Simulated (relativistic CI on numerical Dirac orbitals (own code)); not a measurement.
**Gd XXV: sensitivity of the levels to the model**

Base calculation: Dirac-Coulomb-Breit CI, KLI orbitals optimised for each configuration, a model potential for QED, unscaled Slater integrals.

Configuration list (outside the closed core [Ar] 3d10): 4s2 4p6 4d4, 4s2 4p5 4d5, 4s2 4p6 4d3 4f, 4s 4p6 4d5, 4s2 4p5 4d4 4f, 4s 4p6 4d4 4f, 4s2 4p6 4d3 5s, 4s2 4p6 4d3 5p, 4s2 4p6 4d2 4f 5s, 4s2 4p6 4d3 5d, 4s2 4p5 4d4 5s, 4s2 4p6 4d2 5s 5p, 4s2 4p6 4d3 5f, 4s2 4p6 4d3 6s, 4p6 4d5 4f, 4s 4p6 4d3 4f 5s, 4s2 4p6 4d3 6p, 4s2 4p6 4d3 6f, 4s2 4p6 4d3 7p, 4p6 4d6, 4p5 4d7, 4p5 4d6 4f, 4s2 4p6 4d2 5s2, 4s2 4p6 4d 4f 5s2, 4s2 4p5 4d2 4f 5s2, 4s 4p6 4d2 4f 5s2. Double excitations out of closed p, d and f shells are left out; levels of such configurations are missing from the list, as are those of other unlisted configurations, and high levels can miss mixing partners. These lack a partner that the ground configuration has and come out too high: 4s2 4p5 4d4 5s.

The lowest level and the first level of each name with at least 55 % of one term (blank where a level has no safe partner in the second run):

| Level | Base (cm⁻¹) | Shift (cm⁻¹) |
| --- | --- | --- |
| 4s2 4p6 4d4 3P_0 | 0 | 0 |
| 4s2 4p6 4d4 5D_1 | 37240 | +2235 |
| 4s2 4p6 4d4 5D_2 | 59997 | +1984 |
| 4s2 4p6 4d4 5D_3 | 71959 | +732 |
| 4s2 4p6 4d4 3G_3 | 116888 | -1031 |
| 4s2 4p6 4d4 3H_5 | 125616 | -1072 |
| 4s2 4p6 4d4 3H_6 | 133438 | -1737 |
| 4s2 4p6 4d4 3P_1 | 134120 | -1682 |
| 4s2 4p6 4d4 3G_4 | 145291 | -2605 |
| 4s2 4p6 4d4 3G_5 | 192174 | -1556 |
| 4s2 4p6 4d4 1I_6 | 195664 | -2129 |
| 4s2 4p6 4d4 3D_1 | 196175 | -2610 |
| 4s2 4p6 4d4 3P_2 | 211478 | -6524 |
| 4s2 4p6 4d4 1S_0 | 218798 | -5068 |
| 4s2 4p6 4d4 1G_4 | 263219 | -7802 |
| 4s2 4p5 4d5 7P°_4 | 1002369 | +11100 |
| 4s2 4p5 4d5 5G°_6 | 1085831 | +5317 |
| 4s2 4p5 4d5 5P°_1 | 1086309 | +5614 |
| 4s2 4p5 4d5 5H°_7 | 1106683 | +3252 |
| 4s2 4p5 4d5 5D°_0 | 1138789 | +4263 |

At this charge energies of transitions that change n are usually good to better than 1 %, and those within a shell (Δn = 0) to a few per cent. Terms inside the open d or f shell come out 10 to 20 % too wide with unscaled integrals.

(1) One thing was changed in a second run, which moved the levels as shown. Which?
A. Breit term removed
B. QED terms removed
C. configuration mixing switched off
D. valence Slater integrals scaled by 0.9

Results:

(1) D. Valence Slater integrals scaled by 0.9. Scaling acts on the splittings between terms and on the mixing, and leaves the fine structure of pure LS terms nearly alone; in jj coupling it moves the levels of one term differently.

LS names give the leading component of a level, which can be under half, so a name can repeat, a term be missing and a line seem to break the LS rules.
